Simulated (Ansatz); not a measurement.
C₈H₁₁BrS⁻, that is dimethylphenylsulfonium bromide with one electron more, relaxed as a doublet with UKS PBE-D4/def2-SVP in Ansatz, starting from the PBE-D4/def2-SVP geometry of the neutral singlet. Force threshold 0.03 eV/Å.

The highest occupied level of the relaxed charge -1 doublet lies above zero (up to 1.09 eV). By energy differences its removal costs 0.94 eV (each at its own geometry, to the charge 0 singlet, at PBE0-D4/def2-TZVP). In the doublet geometry the species has come apart into loosely held pieces. The relaxation made no stability test and no search for a lower SCF solution.

Start:

```
atom    x (Å)    y (Å)    z (Å)
  C1   0.9826   1.2257   1.8524
  S2   1.5639   0.3155   0.3837
  C3   1.5882   1.5940  -0.9150
  C4  -0.0891  -0.4562  -0.0819
  C5  -0.0407  -1.8496  -0.2352
  C6  -1.2051  -2.5540  -0.5832
  C7  -2.4101  -1.8630  -0.7766
  C8  -2.4535  -0.4670  -0.6222
  C9  -1.2933   0.2409  -0.2744
 H10   0.8798   0.4688   2.6523
 H11   1.8074   1.9241   2.0921
 H12   0.0130   1.7153   1.6475
 H13   2.4563   2.2308  -0.6555
 H14   1.7649   1.0563  -1.8652
 H15   0.6256   2.1364  -0.9450
 H16   0.9115  -2.3826  -0.0823
 H17  -1.1677  -3.6473  -0.7032
 H18  -3.3232  -2.4133  -1.0492
 H19  -3.3987   0.0762  -0.7743
 H20  -1.3453   1.3349  -0.1580
Br21   4.1333   1.3139   1.0931
```

(1) Estimate the energy that the relaxation releases and the steps that it takes.

(2) Does the start keep its bonding?

(3) Predict the relaxed structure.

Answers

(1) 66.7 kJ/mol, in 11 steps; 53 s on 4 threads of Arm Neoverse V2 on a shared host. No frequencies were taken in this run, so the end may be a saddle point.

(2) Bonds lost: S2–Br21 (atoms count from 1). The end holds 2 separate pieces.

(3) 
```xyz
21

C     1.1485    1.1619    1.8170
S     1.3736    0.0867    0.3096
C     1.7274    1.5144   -0.8281
C    -0.1361   -0.6117   -0.1247
C    -0.2003   -2.0386   -0.3042
C    -1.3956   -2.6548   -0.6391
C    -2.5969   -1.8941   -0.8131
C    -2.5358   -0.4922   -0.6343
C    -1.3504    0.1591   -0.2981
H     0.9711    0.4723    2.6633
H     2.1081    1.7436    1.9166
H     0.2779    1.8278    1.6605
H     2.6100    2.0486   -0.3748
H     1.9530    1.0728   -1.8169
H     0.8350    2.1679   -0.8822
H     0.7180   -2.6340   -0.1722
H    -1.4151   -3.7492   -0.7730
H    -3.5433   -2.3882   -1.0782
H    -3.4519    0.1100   -0.7641
H    -1.3366    1.2519   -0.1669
Br    4.2393    2.8458    1.3030
```
Bond lengths: 6 × C–C 1.39 to 1.45 Å; 3 × C–S 1.72 to 1.87 Å; 11 × C–H 1.10 to 1.13 Å.
